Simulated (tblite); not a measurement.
Problem. Give a GFN2-xTB geometry of InChI=1S/C5H10F3P/c1-3-9(2)4-5(6,7)8/h3-4H2,1-2H3/p+1/t9-/m0/s1. (Charge +1.)

Solution. 
Z-matrix in Å and degrees, rows numbered from 1:
```
C 
C   1  1.5280
P   2  1.8141  1  112.06
C   3  1.7993  2  112.08  1  -176.46
C   3  1.8299  2  108.97  1    59.72
C   5  1.5248  3  107.96  2   175.68
F   6  1.3177  5  113.41  3   158.34
F   6  1.3338  5  111.17  3   -78.91
F   6  1.3503  5  108.92  3    37.79
H   1  1.0882  2  111.19  3    55.05
H   1  1.0869  2  111.75  3   -66.88
H   1  1.0867  2  109.42  3   173.99
H   2  1.0947  1  111.17  3   121.55
H   2  1.0944  1  110.43  3  -119.13
H   3  1.3781  2  108.48  1   -55.04
H   4  1.0922  3  109.95  2   -69.60
H   4  1.0910  3  109.00  2    49.96
H   4  1.0910  3  110.75  2   169.84
H   5  1.0947  3  110.40  2   -65.57
H   5  1.0950  3  111.11  2    55.48
```

P3 (phosphonium phosphorus) is distorted tetrahedral (angles from 105.8° to 112.1°). The C–F distances run from 1.318 Å (C6–F7, drawn single) to 1.350 Å (C6–F9, drawn single), a spread of 0.032 Å. The 3 C–P bonds span 1.799 Å (P3–C4, drawn single) to 1.830 Å (P3–C5, drawn single), a spread of 0.031 Å. Of the pairs four or more bonds apart, F9···H15 is among the closest relative to their van der Waals radii: 2.54 Å, 95 % of the sum of Bondi's values.

Structure optimised with GFN2-xTB, isolated species.

Point group: C1 (no symmetry element, even within 0.4 Å). Its GFN2-xTB frequencies are all real (lowest 47 cm⁻¹). Torsions: C1–C2–P3–C4 -176°, C2–P3–C5–C6 176°. 3 starts were optimised and ended at 0.00, 0.10 and 0.17 kcal/mol (GFN2-xTB); the lowest of these is shown.

Time: 0.83 s. Hardware: an Arm Neoverse V1 with one thread, shared host with 32 logical CPUs at a one-minute load of 11. These figures are those of the optimisation.

One conformer stands for the species.

These are computed values.
